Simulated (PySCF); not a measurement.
```xyz
4
charge 1 multiplicity 1, angstrom
Ir    0.0000    0.0000    0.0000
O     0.0000    0.0000    1.6843
O     1.4586    0.0000   -0.8422
O    -1.4586    0.0000   -0.8422
```

Level of theory: B3LYP in PySCF with Ir def2-SVP with ECP60, O def2-SVP; scalar-relativistic core potentials, no spin–orbit coupling; density-fitted integrals.

This geometry of IrO₃⁺ is a stationary point at this level.

Q: What is the point group?

A: D3h.

Q: Is it a minimum?

A: Yes: all harmonic wavenumbers are real.

Q: Which band is strongest in the infrared?

A: 984 cm⁻¹ (e'), 60 km/mol.

Q: Give the atomic charges and bond orders.

A: 
```json
{"atom": "Ir1", "Mulliken": "1.30", "Löwdin": "0.70", "polar tensor": "1.51", "Mayer order to Ir1": "–"}
{"atom": "O2,3,4", "Mulliken": "-0.10", "Löwdin": "0.10", "polar tensor": "-0.17", "Mayer order to Ir1": "1.87"}
```
Other Mayer orders above 0.3: O–O 0.31 (×3).

Only a few start shapes were tried, so a lower isomer may exist. With an element this heavy the missing spin–orbit coupling can shift these numbers.
